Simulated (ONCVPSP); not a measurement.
# Configuration tests for K (ONCV)

* Element: K
* Generator: ONCVPSP 4.0.1
* Type: optimised norm-conserving Vanderbilt (ONCV)
* Functional: PBE
* Relativity: scalar-relativistic
* Frozen core: [Ne]
* Valence charge: 9
* Reference configuration: 3s2 3p6 4s0.5 4p0.5
* Partial waves: 3s+4s: rc 2.45 bohr, ncon 4, nbas 7, qcut 5.1 1/bohr, 2 projectors; 3p+4p: rc 2.05 bohr, ncon 4, nbas 8, qcut 5.6 1/bohr, 2 projectors; d scattering state at 0.04 Ha: rc 1.95 bohr, ncon 4, nbas 6, qcut 4.2 1/bohr, 1 projector
* Local potential: polynomial inside 1.40 bohr (lpopt 5, dvloc0 0 Ha)
* Core correction: none

Energies are relative to the spin-unpolarised reference configuration 3s2 3p6 4s0.5 4p0.5; without spin polarisation the order of configurations can differ from experiment.

(1) Give the all-electron excitation energy and the error of the potential for: 3s2 3p6 4s1 4p0; 3s2 3p6 4s0 4p0; 3s2 3p6 4s0.5 4p0; 3s1 3p6 4s1 4p0.

Answers

(1)

| valence configuration | charge | ΔE all-electron (eV) | error AE − PS (meV) |
| --- | --- | --- | --- |
| 3s2 3p6 4s1 4p0 | 0 | -0.766 | 0.0 |
| 3s2 3p6 4s0 4p0 | +1 | 3.547 | -0.1 |
| 3s2 3p6 4s0.5 4p0 | +0.5 | 0.875 | 0.0 |
| 3s1 3p6 4s1 4p0 | +1 | 41.228 | -209 |
